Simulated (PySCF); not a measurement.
Problem. Give a PBE0-D3(BJ)/def2-SVP geometry of `[PH2][GeH2][CH3]`.

Solution. 
```xyz
10
CH7GeP angstrom
C     -1.3564   -0.5258   -0.1993
Ge     0.1972    0.6578   -0.1625
P      1.9463   -0.4404    0.9146
H     -2.2181   -0.0065   -0.6435
H     -1.6201   -0.8382    0.8211
H     -1.1410   -1.4222   -0.7979
H      0.5789    1.0847   -1.5964
H     -0.1167    1.9255    0.6587
H      2.1891   -1.3265   -0.1794
H      2.9383    0.4939    0.4862
```

Orientation and origin are arbitrary. Atoms count from 1 in this order. P3 (three-coordinate phosphorus) is pyramidal (angles 94.3°, 93.8° and 93.3°, sum 281.4°, 0.87 Å off the plane of its three neighbours). Ge2 (germanium bonded to C, P and 2 H) is tetrahedral (angles from 107.1° to 112.0°).

Bonds between heavy atoms (Å): C1–Ge2 1.953, Ge2–P3 2.329.

Method: PySCF, PBE0-D3(BJ)/def2-SVP geometry optimisation, gas phase.

Stationary, but not proved a minimum. The numbers are those of one conformer (C1–Ge2–P3–H 73° and 167°).

The run took 17 s wall on Arm Neoverse V1, one thread, no GPU (shared host), and the process peaked at 0.41 GiB of memory. This is the geometry optimisation.
